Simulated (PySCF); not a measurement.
Compound: C7H10OSi.
Z-matrix (Å and degrees, PBE0-D3(BJ)/def2-SVP geometry), rows numbered from 1:
```
C 
C   1  1.3614
O   2  1.3511  1  110.23
C   3  1.3565  2  108.10  1    -0.10
C   4  1.4713  3  117.00  2   179.17
C   5  1.5592  4  118.19  3    52.19
C   6  1.5489  5  101.18  4  -149.92
Si  7  1.8945  6   87.10  5    23.17
C   4  1.3683  3  109.30  2    -0.09
H   1  1.0878  2  126.54  3   179.86
H   2  1.0867  1  133.52  3  -179.77
H   5  1.1017  4  108.67  3   178.40
H   6  1.1017  5  108.52  4   -34.25
H   6  1.1030  5  114.11  4    85.25
H   7  1.1020  6  111.60  5   -88.11
H   7  1.0984  6  116.14  5   146.92
H   8  1.4932  5  113.48  4    28.78
H   8  1.4969  5  118.99  4  -101.92
H   9  1.0878  1  127.53  2   179.63
```

All values: PBE0/pcSseg-1 and wB97X-D/def2-SVPD (PySCF, non-relativistic), on one gas-phase PBE0-D3(BJ)/def2-SVP geometry that isn't relaxed in the solvent. The solvent is an IEF-PCM continuum (van der Waals radii × 1.2). Only the electrostatic response of the medium enters.

Gas phase at PBE0/pcSseg-1: HOMO -6.09 eV, LUMO 0.18 eV, dipole 0.62 D.

Task: What does the continuum do to the energy, the frontier levels and the dipole at PBE0/pcSseg-1 in chloroform and dimethylsulfoxide?

Result: 
```json
{"solvent": "chloroform", "ε": "4.711", "E(solvent) − E(gas) (kcal/mol)": "-2.33", "polarisation term (kcal/mol)": "-2.51", "distortion of the solute (kcal/mol)": "0.18", "HOMO (eV)": "-6.13", "LUMO (eV)": "0.17", "dipole (D)": "0.85"}
{"solvent": "dimethylsulfoxide", "ε": "46.83", "E(solvent) − E(gas) (kcal/mol)": "-3.34", "polarisation term (kcal/mol)": "-3.73", "distortion of the solute (kcal/mol)": "0.39", "HOMO (eV)": "-6.17", "LUMO (eV)": "0.14", "dipole (D)": "0.98"}
```

Polarisation term: ½ Σ q·V over the induced surface charges. Distortion: the rise of the solute's own energy as its density leaves the gas-phase optimum. From chloroform to dimethylsulfoxide the lowering changes by a factor 1.43, Onsager's factor (ε − 1)/(2ε + 1) by 1.36 and ε itself by 9.9.

Task: Which Hirshfeld charges (PBE0/pcSseg-1) respond most in chloroform (means over atoms taken as equivalent)?

Result: 
```csv
atoms,environment,gas (e),solvent (e),change
O3,furan-type oxygen,-0.061,-0.067,-0.006
H11,aromatic hydrogen,+0.062,+0.067,+0.005
H12,methine hydrogen,+0.045,+0.051,+0.006
C9,aromatic CH carbon,-0.102,-0.107,-0.005
C1,aromatic CH carbon,-0.095,-0.100,-0.005
H19,aromatic hydrogen,+0.052,+0.057,+0.005
H10,aromatic hydrogen,+0.055,+0.059,+0.004
C2,aromatic CH next to a ring oxygen,-0.004,-0.008,-0.004
```

Task: How do the nuclear quadrupole coupling constants eQVzz/h respond in chloroform?

Result: 
| nucleus | Q (barn) | gas (MHz) | solvent (MHz) | η gas | η solvent |
| --- | --- | --- | --- | --- | --- |
| 17O at O3 | -0.0256 | -8.71 | -8.64 | 0.06 | 0.06 |

Gas phase at wB97X-D/def2-SVPD: HOMO -7.84 eV, LUMO 1.78 eV, dipole 0.73 D.

Task: What does the continuum do to the energy, the frontier levels and the dipole at wB97X-D/def2-SVPD in chloroform?

Result: 
```tsv
solvent	ε	E(solvent) − E(gas) (kcal/mol)	polarisation term (kcal/mol)	distortion of the solute (kcal/mol)	HOMO (eV)	LUMO (eV)	dipole (D)
chloroform	4.711	-2.23	-2.44	0.21	-7.87	1.79	0.98
```

The atom shares or the degeneracy of the LUMO differ from the gas phase in chloroform, so that column needn't follow one orbital.

Task: How does the static polarisability (wB97X-D/def2-SVPD, frozen core, with the continuum's full static response) change?

Result: 
```tsv
medium	isotropic (au)	principal values (au)	⟨r²⟩ of the electrons (bohr²)
gas	109.3	93.0, 98.6, 136.4	1561.6
chloroform	136.8	118.1, 127.4, 165.1	1560.6
```

The isotropic value in chloroform is 1.25 times the gas-phase one; no cavity-field correction is applied. ⟨r²⟩ is taken about the centre of nuclear charge.

The pairwise dispersion term of wB97X-D wasn't added to the energies; at a given geometry it leaves orbitals and properties as they are.
